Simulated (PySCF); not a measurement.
## How methods differ on the electron affinity of Rh

Rh⁻ [Kr] 4d8 5s2 (3F) → Rh [Kr] 4d8 5s1 (4F), as a difference of total energies. Calculation: PySCF 2.14, in aug-cc-pVTZ-PP with ECP28MDF (6s6p5d3f2g, 88 functions); scalar relativity through the core potential. Correlated levels: valence: 4s2 4p6 frozen. The calculations carry no spin-orbit coupling.

```
           method  electron affinity (eV)  difference from reference (eV)
              UHF                  -0.071                          -1.214
    MP2 (valence)                   0.742                          -0.401
SCS-MP2 (valence)                   0.816                          -0.327
   CCSD (valence)                   0.917                          -0.226
CCSD(T) (valence)                   1.050                          -0.093
```

Reference: 1.143 eV (measured; photodetachment measurements, as compiled on the Wikipedia data page of electron affinities).

The reference lies between the lowest fine-structure levels, while these numbers refer to the centres of the terms.

Errors of the correlated levels include the incompleteness of this basis and the frozen core.

A negative affinity means that the anion lies above the atom at that level of theory.

The coupled-cluster amplitudes are large for Rh⁻ (T1 above 0.03 or a double amplitude above 0.15), so a single reference is strained.
